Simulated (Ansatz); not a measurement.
Geometry optimisation, RKS revPBE-D4/def2-SVP in Ansatz 0.2.0.

The input (input.yaml):

```yaml
crystal:
  periodic: [false, false, false]
  atoms:
    - { symbol: "N", position_ang: [-2.0835, 0.0979, 1.8839] }
    - { symbol: Si, position_ang: [-1.1259, 0.9446, 0.7611] }
    - { symbol: C, position_ang: [0.3855, -0.1156, 0.2997] }
    - { symbol: O, position_ang: [0.1807, -1.3196, -0.428] }
    - { symbol: C, position_ang: [1.3175, -1.4221, -1.2305] }
    - { symbol: Si, position_ang: [1.5072, 0.4548, -1.1162] }
    - { symbol: H, position_ang: [-3.0005, 0.6243, 1.9184] }
    - { symbol: H, position_ang: [-2.2909, -0.7694, 1.4979] }
    - { symbol: H, position_ang: [-1.9718, 1.2286, -0.374] }
    - { symbol: H, position_ang: [-0.7407, 2.2384, 1.4016] }
    - { symbol: H, position_ang: [0.9731, -0.3543, 1.2432] }
    - { symbol: H, position_ang: [1.1401, -1.8083, -2.1931] }
    - { symbol: H, position_ang: [2.0337, -1.9868, -0.7295] }
    - { symbol: H, position_ang: [2.8342, 0.9451, -0.718] }
    - { symbol: H, position_ang: [0.8195, 1.1917, -2.187] }
basis:
  gaussian: { orbitals: def2-SVP }
hamiltonian:
  xc: revpbe
  dispersion: d4
relax:
  f_tol: 0.015
  max_steps: 40
```

Launched with:

```bash
$ ansatz run input.yaml --threads 2 --pin off --max-ram 3072MiB --backend cpu --events-out ev --progress --plain --runs-dir out
```

Where does it end, and by what steps?

It converged. After 18 steps the energy has fallen by 0.859 eV; H12 moved furthest, 1.03 Å.

| step | energy less start (eV) | largest force component (eV/Å) | accepted |
| --- | --- | --- | --- |
| 0 | 0.0000 | 2.745 | yes |
| 1 | -0.7083 | 0.892 | yes |
| 2 | -0.7997 | 0.292 | yes |
| 3 | -0.8161 | 0.241 | yes |
| 4 | -0.8326 | 0.110 | yes |
| 5 | -0.8311 | 0.401 | no |
| 6 | -0.8396 | 0.068 | yes |
| 7 | -0.8433 | 0.072 | yes |
| 8 | -0.8462 | 0.164 | yes |
| 9 | -0.8496 | 0.099 | yes |
| 10 | -0.8536 | 0.134 | yes |
| 11 | -0.8540 | 0.311 | yes |
| 12 | -0.8566 | 0.144 | yes |
| 13 | -0.8562 | 0.082 | no |
| 14 | -0.8578 | 0.018 | yes |
| 15 | -0.8583 | 0.029 | yes |
| 16 | -0.8587 | 0.065 | yes |
| 17 | -0.8589 | 0.031 | yes |
| 18 | -0.8590 | 0.011 | yes |

```xyz
15
Properties=species:S:1:pos:R:3
N -2.056 -0.064 1.710
Si -1.156 0.953 0.605
C 0.577 0.173 0.538
O 0.383 -1.254 0.169
C 0.967 -1.340 -1.164
Si 1.663 0.446 -1.021
H -3.060 0.104 1.824
H -1.900 -1.064 1.537
H -1.662 1.013 -0.824
H -1.126 2.367 1.129
H 1.095 0.244 1.520
H 0.188 -1.495 -1.946
H 1.689 -2.184 -1.223
H 3.146 0.573 -0.797
H 1.230 1.478 -2.028
```

Whether the end is a true minimum wasn't checked by a vibrational analysis.

The run took 49 s on 2 threads of AMD EPYC 7R13 Processor (Zen 3), on a shared host, peak memory 0.21 GiB.
